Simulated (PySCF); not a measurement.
Compound: C3H6BFO2.
Cartesian coordinates in Å at the PBE0-D3(BJ)/def2-SVP level; atoms count from 1:
```
atom  x, y, z in Å
C1    -2.3424    0.9373    0.9380
C2    -1.7308    0.0704    0.1359
O3    -0.3761    0.0084    0.0436
B4     0.2739   -0.8390   -0.8072
F5    -0.4228   -1.6543   -1.5942
O6     1.6120   -0.8729   -0.8788
C7     2.4428   -0.0598   -0.0878
H8    -1.7740    1.6370    1.5542
H9    -3.4313    0.9538    0.9842
H10   -2.2735   -0.6424   -0.4942
H11    3.1841    0.4290   -0.7374
H12    2.9820   -0.6825    0.6430
H13    1.8711    0.7096    0.4520
```

The closed-shell ground state was solved at several levels (PySCF, density fitting, gas phase, non-relativistic).

```tsv
level	basis functions	HOMO (eV)	LUMO (eV)	gap (eV)	dipole (D)
PBE0/aug-cc-pVDZ	215	-7.23	-0.05	7.18	1.61
B3LYP/def2-SVPD	197	-7.08	-0.09	6.99	1.69
CAM-B3LYP/pcSseg-1	149	-8.58	1.53	10.11	1.71
BHandHLYP/pcSseg-1	149	-8.28	1.52	9.80	1.77
PBE0/pcSseg-1	149	-7.24	0.35	7.59	1.70
CAM-B3LYP/def2-SVPD	197	-8.65	0.86	9.51	1.73
HF/def2-SVPD	197	-9.89	1.89	11.78	1.77
B97-D/pcSseg-1	149	-5.98	-0.58	5.40	1.61
```

Q: What might PBE0/def2-SVPD (197 basis functions) give for the same quantities?

A: HOMO -7.30 eV, LUMO 0.17 eV, gap 7.47 eV, dipole 1.69 D.

Q: Over all these levels, which gives the widest orbital gap and which the narrowest?

A: HF/def2-SVPD (Hartree–Fock, all exact exchange) has the widest, 11.78 eV, and B97-D/pcSseg-1 (GGA) the narrowest, 5.40 eV. Functional and basis both differ between the two, so the spread mixes both effects.

Q: How much does the basis alone move the frontier levels among the 3 PBE0 rows (the withheld one included)?

A: The HOMO by 0.07 eV and the LUMO by 0.40 eV. By rising basis size (HOMO, LUMO in eV): pcSseg-1 -7.24, 0.35; def2-SVPD -7.30, 0.17; aug-cc-pVDZ -7.23, -0.05.

Q: In the def2-SVPD basis, how does the gap go with the fixed share of exact exchange?

A: B3LYP (20 %) 6.99 eV; PBE0 (25 %) 7.47 eV; HF (100 %) 11.78 eV. Each rise in the share widens the gap here.

Q: How far do the dipole and the HOMO energy spread over the levels?

A: The dipole runs from 1.61 to 1.77 D (mean 1.70 D) and the HOMO from -9.89 to -5.98 eV.

One conformer stands for the species.
